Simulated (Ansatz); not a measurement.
Mulliken charges of CH$_{5}$ClGeSi, SMILES `Cl[CH]1[SiH2][GeH2]1` from r2SCAN/def2-TZVPP in Ansatz (PBE0-D4/def2-TZVP geometry).

```
atom   x (Å)   y (Å)   z (Å)  charge (e)
 Cl1  -2.278   0.589   0.654      -0.153
  C2  -0.818   0.378  -0.313      -0.178
 Si3   0.872   0.868   0.378       0.228
 Ge4   0.288  -1.297  -0.175       0.053
  H5  -1.005   0.668  -1.345       0.124
  H6   1.729   1.751  -0.450      -0.062
  H7   0.876   1.213   1.816      -0.043
  H8   0.581  -1.968  -1.517       0.012
  H9  -0.158  -2.248   0.934       0.020
```

Problem. By hand: the dipole of these point charges (1 e Å = 4.8032 D).

Solution. Σ q r = (0.443, -0.175, -0.184) e Å, of length 0.511 e Å = 2.45 D.

Problem. How does the dipole of the full density compare? (Best estimate.)

Solution. Ansatz gave: (0.330, -0.047, -0.175) e Å, 1.81 D; the point charges give 1.35 times that, at 14° from its direction.

Point charges leave out the atoms' own dipoles, such as those of lone pairs, and Mulliken's split depends on the basis, so the two needn't agree.
